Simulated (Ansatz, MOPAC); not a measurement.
System: CHI2 (charge 0, doublet). SMILES: I[CH]I

Atoms: I1, C2, I3, H4. Bonds: I1-C2, C2-I3, C2-H4.

Bond lengths (Å) and angles (degrees) optimised at PM6 with MOPAC; HF/STO-3G with Ansatz (a quantum-chemistry and plane-wave program); HF/3-21G with Ansatz; HF/6-31G* with LANL2DZ past Ar with Ansatz; B3LYP/LANL2DZ with Ansatz; B3LYP/6-31G* with LANL2DZ past Ar with Ansatz, each started from the B3LYP-D3(BJ)/def2-TZVP structure (Ansatz) of the last column. A row stands for all coordinates that are equal there. 6-31G* holds six Cartesian d functions. No wavenumbers were computed at HF/STO-3G, B3LYP/LANL2DZ, so these may be saddle points.

```csv
coordinate,PM6,HF/STO-3G,HF/3-21G,HF/6-31G* with LANL2DZ past Ar,B3LYP/LANL2DZ,B3LYP/6-31G* with LANL2DZ past Ar,B3LYP-D3(BJ)/def2-TZVP
I1-C2,2.042,2.077,2.119,2.086,2.089,2.089,2.058
C2-H4,1.075,1.085,1.071,1.071,1.084,1.083,1.080
I1-C2-I3,126.5,126.1,124.5,123.8,124.7,123.4,123.3
I1-C2-H4,116.8,116.7,117.7,117.2,117.7,115.7,116.4
```

Mean signed difference of all 3 bond lengths from B3LYP-D3(BJ)/def2-TZVP: PM6 -0.012 Å, HF/STO-3G 0.014 Å, HF/3-21G 0.037 Å, HF/6-31G* with LANL2DZ past Ar 0.015 Å, B3LYP/LANL2DZ 0.022 Å, B3LYP/6-31G* with LANL2DZ past Ar 0.021 Å.
